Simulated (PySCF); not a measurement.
**Spin–spin coupling constants**

Molfile (atoms numbered from 1):
```
C3H8AsN
     RDKit          3D

 13 12  0  0  0  0  0  0  0  0999 V2000
   -1.6459    0.6054   -0.7298 C   0  0  0  0  0  0  0  0  0  0  0  0
   -0.9882    0.9863    0.4858 N   0  0  0  0  0  0  0  0  0  0  0  0
   -0.0555    0.2892    0.9887 C   0  0  0  0  0  0  0  0  0  0  0  0
    0.5500   -0.9877    0.4993 C   0  0  0  0  0  0  0  0  0  0  0  0
    2.1757   -0.7064   -0.6182 As  0  0  0  0  0  3  0  0  0  0  0  0
   -1.3971    1.3422   -1.5127 H   0  0  0  0  0  0  0  0  0  0  0  0
   -1.4095   -0.3996   -1.1277 H   0  0  0  0  0  0  0  0  0  0  0  0
   -2.7365    0.6709   -0.5872 H   0  0  0  0  0  0  0  0  0  0  0  0
    0.4039    0.6886    1.9099 H   0  0  0  0  0  0  0  0  0  0  0  0
    0.8803   -1.6043    1.3486 H   0  0  0  0  0  0  0  0  0  0  0  0
   -0.1397   -1.5944   -0.1048 H   0  0  0  0  0  0  0  0  0  0  0  0
    2.7915    0.3391    0.3086 H   0  0  0  0  0  0  0  0  0  0  0  0
    1.5457    0.3703   -1.4973 H   0  0  0  0  0  0  0  0  0  0  0  0
  1  2  1  0
  2  3  2  0
  3  4  1  0
  4  5  1  0
  1  6  1  0
  1  7  1  0
  1  8  1  0
  3  9  1  0
  4 10  1  0
  4 11  1  0
  5 12  1  0
  5 13  1  0
M  END
```

Couplings: B3LYP/pcJ-1 (pcSseg-1 on As) (spin–dipole term only in couplings to heteroatoms) in PySCF 2.14.0 with density-fitted response routines, geometry PBE0-D3(BJ)/def2-SVP; gas phase, one conformer, non-relativistic. Couplings are averaged over pairs made equivalent by symmetry, fast rotation or ring inversion, so a value needn't be that of the named pair in this geometry, while other rotamers aren't included; one pair stands for each set, and the list holds those of at least 0.8 Hz over up to four bonds.

Isotopes: ¹³C, ¹H, ¹⁵N.

```
    pair  bonds  J (Hz)
  C1, N2      1       ?
  C1, H6      1   138.7
  N2, C3      1    -6.2
  C3, C4      1       ?
  C3, H9      1   186.4
 C4, H10      1   142.6
  C1, C3      2       ?
  N2, C4      2       ?
  N2, H9      2   -14.8
 C3, H10      2    -3.8
  C4, H9      2       ?
 C4, H12      2    -1.5
  H6, H7      2   -14.8
H10, H11      2       ?
H12, H13      2   -11.9
  C1, C4      3    11.8
  C1, H9      3    16.3
 N2, H10      3       ?
  C3, H6      3     9.3
 C3, H12      3       ?
 H9, H10      3     7.9
H10, H12      3     7.6
  C4, H6      4    -1.1
  H6, H9      4    -2.9
```

Task: Estimate the withheld couplings, with signs.

Result: 
- ¹J(C1,N2) = 3.9 Hz (bond length 1.434 Å)
- ¹J(C3,C4) = 38.2 Hz (bond length 1.495 Å)
- ²J(C1,C3) = -5.1 Hz (angle at N2 122°)
- ²J(N2,C4) = 3.3 Hz (angle at C3 130°)
- ²J(C4,H9) = 18.9 Hz (angle at C3 114°)
- ²J(H10,H11) = -12.9 Hz (angle at C4 108°)
- ³J(N2,H10) = -2.0 Hz (dihedral angle 148°)
- ³J(C3,H12) = 3.6 Hz (dihedral angle 44°)

Relativistic effects of the heavier atoms present are left out.
